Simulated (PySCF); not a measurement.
## Relaxation of quartet FeH5

Method: UPBE0 in PySCF with Fe def2-TZVP, H def2-TZVP; no relativity; density-fitted integrals. A (50,194) grid was used.

A hand-made square pyramidal start, of C4v symmetry, held to at least that symmetry:

```xyz
6
charge 0 multiplicity 4, angstrom
Fe    0.0000    0.0000   -0.0041
H     0.0000    0.0000    1.4759
H     1.4477    0.0000   -0.3118
H     0.0000    1.4477   -0.3118
H    -1.4477    0.0000   -0.3118
H     0.0000   -1.4477   -0.3118
```

(1) What does it relax to?

(2) How much energy is released, and in how many steps?

## Answers

(1) It ends at C4v with Fe–H 1.517 Å, Fe–H 1.564 Å (×4); H–Fe–H 86.1° (×4), H–Fe–H 105.2° (×4), H–Fe–H 149.6° (×2). A frequency run shows 4 imaginary modes, down to 966i cm⁻¹, so it is a higher-order saddle point. Other isomers or separated fragments may lie lower.

(2) 24.1 kJ/mol in 9 steps.

The determinant is spin-contaminated (⟨S²⟩ = 4.00, pure value 3.75). Open d and f shells are described by one determinant, and the ground state may have another occupation or spin.

The relaxation took of the order of 100 core-seconds on a shared host.
